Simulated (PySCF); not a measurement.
**Computed spin Hamiltonian**

C7H13 (doublet state).
Structure used (GFN2-xTB), in Å, numbered top down from 1:
```xyz
20
C7H13 angstrom
C      2.9118    0.1886    0.0063
C      1.6146   -0.5185    0.0275
C      0.3148    0.1489   -0.1391
C     -0.6250    0.0069    1.0791
C     -2.0124    0.3677    0.5418
C     -1.9678    0.0818   -0.9718
C     -0.5638   -0.4577   -1.2527
H      2.7833    1.2393   -0.2439
H      3.5958   -0.2616   -0.7200
H      3.4147    0.1259    0.9785
H      1.6199   -1.5811    0.2098
H      0.4626    1.2137   -0.3447
H     -0.6038   -1.0288    1.4210
H     -0.3165    0.6456    1.9052
H     -2.2230    1.4224    0.7209
H     -2.7894   -0.2123    1.0390
H     -2.7324   -0.6344   -1.2712
H     -2.1377    1.0006   -1.5344
H     -0.5470   -1.5449   -1.1619
H     -0.2038   -0.1912   -2.2450
```

The hyperfine couplings belong to this conformer and change with its torsions.

Identity: `C[CH]C1CCCC1` [radical].

Computed, not measured: UKS B3LYP, pcH-1 on C H, non-relativistic, mean-field spin-orbit, GIAO in PySCF. The structure is a single GFN2-xTB conformer in the gas phase; no vibrational or solvent corrections. The geometry wasn't refined by DFT: couplings that depend on bond lengths, twists or pyramidal angles can differ widely from those at the functional's own minimum. No stability test was run, so a lower SCF solution isn't excluded.

- g1, g2, g3: 2.00212, 2.00268, 2.00298
- g_iso: 2.00259
- Form of g: rhombic: the two nearest values differ by 34 % of g3 − g1
- ⟨S²⟩: 0.7539 (exact 0.7500)
- α and β electrons: 28, 27
- Total energy: -274.54551 Eh
- Basis functions: 305

Isotropic coupling and dipolar principal values T1 to T3, in MHz; ρ(0) is the spin density at the nucleus:

```json
{"atom": "C1", "isotope": "13C", "a_iso": "-35.1", "T1": "-2.5", "T2": "0.7", "T3": "1.8", "Mulliken spin population": "-0.09", "ρ(0) (bohr⁻³)": "-0.0312"}
{"atom": "C2", "isotope": "13C", "a_iso": "88.9", "T1": "-80.9", "T2": "-79.9", "T3": "160.8", "Mulliken spin population": "1.03", "ρ(0) (bohr⁻³)": "0.0791"}
{"atom": "C3", "isotope": "13C", "a_iso": "-33.2", "T1": "-1.9", "T2": "-0.1", "T3": "2.0", "Mulliken spin population": "-0.09", "ρ(0) (bohr⁻³)": "-0.0296"}
{"atom": "C4", "isotope": "13C", "a_iso": "56.7", "T1": "-5.7", "T2": "-5.5", "T3": "11.3", "Mulliken spin population": "0.04", "ρ(0) (bohr⁻³)": "0.0504"}
{"atom": "C5", "isotope": "13C", "a_iso": "0.4", "T1": "-1.4", "T2": "-1.0", "T3": "2.4", "Mulliken spin population": "0.01", "ρ(0) (bohr⁻³)": "0.0003"}
{"atom": "C6", "isotope": "13C", "a_iso": "-0.3", "T1": "-1.3", "T2": "-0.9", "T3": "2.2", "Mulliken spin population": "0.01", "ρ(0) (bohr⁻³)": "-0.0003"}
{"atom": "C7", "isotope": "13C", "a_iso": "50.0", "T1": "-5.2", "T2": "-5.0", "T3": "10.2", "Mulliken spin population": "0.04", "ρ(0) (bohr⁻³)": "0.0444"}
{"atom": "H8", "isotope": "1H", "a_iso": "3.8", "T1": "-4.7", "T2": "-3.8", "T3": "8.5", "Mulliken spin population": "0.00", "ρ(0) (bohr⁻³)": "0.0009"}
{"atom": "H9", "isotope": "1H", "a_iso": "106.1", "T1": "-5.1", "T2": "-3.9", "T3": "9.1", "Mulliken spin population": "0.04", "ρ(0) (bohr⁻³)": "0.0237"}
{"atom": "H10", "isotope": "1H", "a_iso": "127.8", "T1": "-5.3", "T2": "-3.6", "T3": "8.9", "Mulliken spin population": "0.05", "ρ(0) (bohr⁻³)": "0.0286"}
{"atom": "H11", "isotope": "1H", "a_iso": "-60.6", "T1": "-38.0", "T2": "-0.5", "T3": "38.5", "Mulliken spin population": "-0.04", "ρ(0) (bohr⁻³)": "-0.0136"}
{"atom": "H12", "isotope": "1H", "a_iso": "3.1", "T1": "-5.0", "T2": "-3.9", "T3": "8.8", "Mulliken spin population": "0.00", "ρ(0) (bohr⁻³)": "0.0007"}
{"atom": "H13", "isotope": "1H", "a_iso": "-2.1", "T1": "-5.1", "T2": "-2.2", "T3": "7.3", "Mulliken spin population": "0.00", "ρ(0) (bohr⁻³)": "-0.0005"}
{"atom": "H14", "isotope": "1H", "a_iso": "-4.4", "T1": "-4.7", "T2": "-2.0", "T3": "6.7", "Mulliken spin population": "0.00", "ρ(0) (bohr⁻³)": "-0.0010"}
{"atom": "H15", "isotope": "1H", "a_iso": "0.1", "T1": "-1.3", "T2": "-0.9", "T3": "2.1", "Mulliken spin population": "0.00", "ρ(0) (bohr⁻³)": "0.0000"}
{"atom": "H16", "isotope": "1H", "a_iso": "4.7", "T1": "-1.3", "T2": "-0.6", "T3": "1.9", "Mulliken spin population": "0.00", "ρ(0) (bohr⁻³)": "0.0010"}
{"atom": "H17", "isotope": "1H", "a_iso": "4.5", "T1": "-1.2", "T2": "-0.6", "T3": "1.9", "Mulliken spin population": "0.00", "ρ(0) (bohr⁻³)": "0.0010"}
{"atom": "H18", "isotope": "1H", "a_iso": "-0.2", "T1": "-1.2", "T2": "-0.9", "T3": "2.1", "Mulliken spin population": "0.00", "ρ(0) (bohr⁻³)": "0.0000"}
{"atom": "H19", "isotope": "1H", "a_iso": "-2.1", "T1": "-4.8", "T2": "-2.3", "T3": "7.1", "Mulliken spin population": "0.00", "ρ(0) (bohr⁻³)": "-0.0005"}
{"atom": "H20", "isotope": "1H", "a_iso": "-4.0", "T1": "-4.6", "T2": "-2.1", "T3": "6.7", "Mulliken spin population": "0.00", "ρ(0) (bohr⁻³)": "-0.0009"}
```

Largest spin populations (Mulliken): C2 (+1.03), C1 (-0.09) and C3 (-0.09). No atom but C2 exceeds +0.15. The angles at C2 add up to 360.0°, so it is planar; its axial dipolar tensor and the negative coupling of its proton fit spin in a p orbital normal to that plane.

Axes: g3 points within 5° of the C2–H11 bond.

Under fast tumbling the dipolar parts average out, and these isotropic splittings remain: 3 × 1H (H8/H9/H10, I = 1/2, 4 lines) with 2.83 mT, 1 × 1H (H11, I = 1/2, 2 lines) with 2.16 mT, 2 × 1H (H16/H17, I = 1/2, 3 lines) with 0.16 mT, 2 × 1H (H14/H20, I = 1/2, 3 lines) with 0.15 mT, 1 × 1H (H12, I = 1/2, 2 lines) with 0.11 mT and 2 × 1H (H13/H19, I = 1/2, 3 lines) with 0.07 mT.

Means are taken over nuclei equivalent by connectivity, which assumes that they swap fast. The three 1H nuclei of mean +79.2 MHz run from 3.8 to 127.8 MHz in the frozen geometry.

The 13C coupling of C2 (88.9 MHz) shows only in satellite lines or after enrichment, since that isotope makes up about 1.07 % of natural carbon.

On one thread, Arm Neoverse V2 (aarch64), no GPU, shared host, this took 75 s (grids of density and orbitals included) and 0.98 GiB of memory at its peak.
